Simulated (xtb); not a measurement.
xtb input (GFN1-xTB):

```bash
xtb mol.xyz --gfn 1 --sp --chrg -1 --uhf 0
```
mol.xyz:
```
8

N      1.38397536    -0.41132428     0.37474857
B      0.11002641    -0.03673161     0.01435647
N     -1.15461663    -0.83298920    -0.01215603
O     -0.14618992     1.30553489    -0.44950840
H      1.45996499    -1.37931947     0.68127418
H     -1.99688771    -0.28178159     0.09352374
H     -1.17347339    -1.60597338     0.63637873
H      0.72427242     1.71664758    -0.42503965
```

End of the output:

```
         :::::::::::::::::::::::::::::::::::::::::::::::::::::
         ::                     SUMMARY                     ::
         :::::::::::::::::::::::::::::::::::::::::::::::::::::
         :: total energy             -14.929348383044 Eh    ::
         :: gradient norm              0.028379003992 Eh/a0 ::
         :: HOMO-LUMO gap              5.471898808458 eV    ::
         ::.................................................::
         :: SCC energy               -15.053182253464 Eh    ::
         :: -> electrostatic           0.261204331166 Eh    ::
         :: repulsion energy           0.125612155630 Eh    ::
         :: dispersion energy         -0.001778285210 Eh    ::
         :: halogen bond corr.         0.000000000000 Eh    ::
         :: add. restraining           0.000000000000 Eh    ::
         :: total charge              -1.000000000000 e     ::
         :::::::::::::::::::::::::::::::::::::::::::::::::::::

           -------------------------------------------------
          |                Property Printout                |
           -------------------------------------------------

    * Orbital Energies and Occupations

         #    Occupation            Energy/Eh            Energy/eV
      -------------------------------------------------------------
         1        2.0000           -0.5093774             -13.8609
         2        2.0000           -0.5050720             -13.7437
         3        2.0000           -0.4212635             -11.4632
         4        2.0000           -0.3617190              -9.8429
         5        2.0000           -0.3124176              -8.5013
         6        2.0000           -0.3049064              -8.2969
         7        2.0000           -0.2716133              -7.3910
         8        2.0000           -0.2605155              -7.0890
         9        2.0000           -0.2124327              -5.7806
        10        2.0000           -0.1800299              -4.8989
        11        2.0000           -0.1145550              -3.1172
        12        2.0000           -0.1002368              -2.7276 (HOMO)
        13                          0.1008518               2.7443 (LUMO)
        14                          0.1286791               3.5015
        15                          0.1330603               3.6208
        16                          0.1572471               4.2789
Note: The following floating-point exceptions are signalling: IEEE_DENORMAL
normal termination of xtb
        17                          0.1945504               5.2940
        18                          0.4109865              11.1835
        19                          0.4725124              12.8577
        20                          0.5598791              15.2351
        21                          0.6102470              16.6057
        22                          0.6803795              18.5141
        23                          0.7869334              21.4135
        24                          0.9838156              26.7710
      -------------------------------------------------------------
                  HL-Gap            0.2010886 Eh            5.4719 eV
             Fermi-level            0.0003075 Eh            0.0084 eV

  Mulliken/CM5 charges         n(s)   n(p)   n(d)
     1N    -0.82632 -1.02387   1.526  4.300  0.000
     2B     0.42913  0.36526   0.828  1.743  0.000
     3N    -0.59248 -0.96962   1.455  4.138  0.000
     4O    -0.66836 -0.80913   1.711  4.957  0.000
     5H     0.10191  0.29770   0.898  0.000  0.000
     6H     0.14325  0.34010   0.857  0.000  0.000
     7H     0.13269  0.32926   0.867  0.000  0.000
     8H     0.28019  0.47031   0.720  0.000  0.000

Wiberg/Mayer (AO) data.
largest (>0.10) Wiberg bond orders for each atom

 ---------------------------------------------------------------------------
     #   Z sym  total        # sym  WBO       # sym  WBO       # sym  WBO
 ---------------------------------------------------------------------------
     1   7 N    2.720 --     2 B    1.564     5 H    0.984
     2   5 B    3.415 --     1 N    1.564     3 N    0.921     4 O    0.899
     3   7 N    2.949 --     7 H    0.971     6 H    0.965     2 B    0.921
     4   8 O    1.901 --     8 H    0.911     2 B    0.899
     5   1 H    1.009 --     1 N    0.984
     6   1 H    0.995 --     3 N    0.965
     7   1 H    1.002 --     3 N    0.971
     8   1 H    0.956 --     4 O    0.911
 ---------------------------------------------------------------------------

Topologies differ in total number of bonds
Writing topology from bond orders to xtbtopo.mol

 dipole moment from electron density (au)
     X       Y       Z
  -1.0967  -0.1616   0.4298  total (Debye):    3.022

           -------------------------------------------------
          | TOTAL ENERGY              -14.929348383044 Eh   |
          | GRADIENT NORM               0.028379003992 Eh/α |
          | HOMO-LUMO GAP               5.471898808458 eV   |
           -------------------------------------------------

------------------------------------------------------------------------
------------------------------------------------------------------------
 total:
 SCF:
```

It need not be the lowest isomer of its formula. Whether it binds its extra electron was not tested at this geometry.
